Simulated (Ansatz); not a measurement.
`[SiH3][SiH2][SiH2][GeH3]` + `N=CCF` → `FC/C=N\[SiH3]` + `[SiH3][SiH2][GeH3]`  (cleavage of the Si–Si bond)

Gas-phase electronic energies from Ansatz, PBE0-D4/def2-TZVP geometries. CCSD(T)/CBS is the MP2 limit (def2-TZVPP, def2-QZVPP) plus CCSD(T) − MP2 in def2-TZVPP, frozen cores. DFT in def2-TZVPP. B3LYP here is the variant with VWN-RPA as its local correlation; programs differ in this. For Ge outer-core shells are correlated without core-valence functions, which leaves a few kJ/mol of doubt a bond. Scalar relativity is left out up to krypton. One conformer a species, not always the lowest.

`[SiH3][SiH2][SiH2][GeH3]`:

```xyz
14

Si    0.014    0.109   -2.357
Si    1.527    0.147   -0.575
Si    0.410    0.732    1.392
Ge   -1.425   -0.743    1.746
H    -0.630    1.442   -2.503
H     0.692   -0.238   -3.635
H    -1.045   -0.901   -2.088
H     2.631    1.107   -0.861
H     2.121   -1.210   -0.407
H    -0.106    2.125    1.273
H     1.330    0.674    2.562
H    -2.463   -0.573    0.624
H    -2.113   -0.465    3.093
H    -0.944   -2.205    1.737
```

`N=CCF`:

Cartesian coordinates in Å:
```
N -1.471 0.476 0.600
C -0.288 0.685 0.224
C 0.677 -0.333 -0.297
F 0.112 -1.584 -0.324
H -1.699 -0.516 0.502
H 0.109 1.705 0.269
H 1.570 -0.365 0.339
H 0.991 -0.068 -1.314
```

`FC/C=N\[SiH3]`:

Cartesian coordinates in Å:
```
F -1.224 0.235 -1.052
C -0.580 -0.973 -1.112
C 0.524 -1.075 -0.102
N 0.892 -0.222 0.737
Si 0.309 1.387 1.084
H -1.310 -1.774 -0.937
H -0.167 -1.105 -2.119
H 1.041 -2.048 -0.153
H 1.150 1.905 2.191
H 0.470 2.295 -0.082
H -1.104 1.375 1.544
```

`[SiH3][SiH2][GeH3]`:

Cartesian coordinates in Å:
```
Si 0.606 -0.343 1.842
Si 0.668 0.682 -0.257
Ge -1.081 -0.151 -1.638
H 1.692 0.163 2.724
H 0.764 -1.814 1.686
H -0.704 -0.074 2.493
H 1.980 0.417 -0.911
H 0.515 2.156 -0.104
H -2.447 0.124 -0.987
H -0.933 -1.671 -1.822
H -1.061 0.512 -3.026
```

```json
{"level": "PBE-D4", "ΔE (kJ/mol)": "-0.3", "difference from CCSD(T)/CBS": "13.9"}
{"level": "PBE0-D4", "ΔE (kJ/mol)": "-3.3", "difference from CCSD(T)/CBS": "10.9"}
{"level": "B3LYP-D4", "ΔE (kJ/mol)": "-18.2", "difference from CCSD(T)/CBS": "-4.0"}
{"level": "ωB97M-V", "ΔE (kJ/mol)": "-20.3", "difference from CCSD(T)/CBS": "-6.1"}
{"level": "B2PLYP", "ΔE (kJ/mol)": "-22.0", "difference from CCSD(T)/CBS": "-7.8"}
{"level": "PBE", "ΔE (kJ/mol)": "-1.9", "difference from CCSD(T)/CBS": "12.3"}
{"level": "r2SCAN", "ΔE (kJ/mol)": "-13.5", "difference from CCSD(T)/CBS": "0.7"}
{"level": "B3LYP", "ΔE (kJ/mol)": "-20.8", "difference from CCSD(T)/CBS": "-6.6"}
{"level": "SCS-MP2/def2-TZVPP", "ΔE (kJ/mol)": "-24.9", "difference from CCSD(T)/CBS": "-10.7"}
{"level": "CCSD(T)/def2-TZVPP", "ΔE (kJ/mol)": "-13.8", "difference from CCSD(T)/CBS": "0.4"}
{"level": "CCSD(T)/CBS", "ΔE (kJ/mol)": "-14.2", "difference from CCSD(T)/CBS": "0"}
```

Largest T1 diagnostic among the species: 0.013.

From PBE to PBE0 (25 % exact exchange), in def2-TZVPP and without D4, ΔE moves by −3.2 kJ/mol. In def2-TZVPP, CCSD(T) changes the Hartree–Fock value by +20.6 kJ/mol (the triples alone add +2.2 kJ/mol) and MP2 by +12.6 kJ/mol.
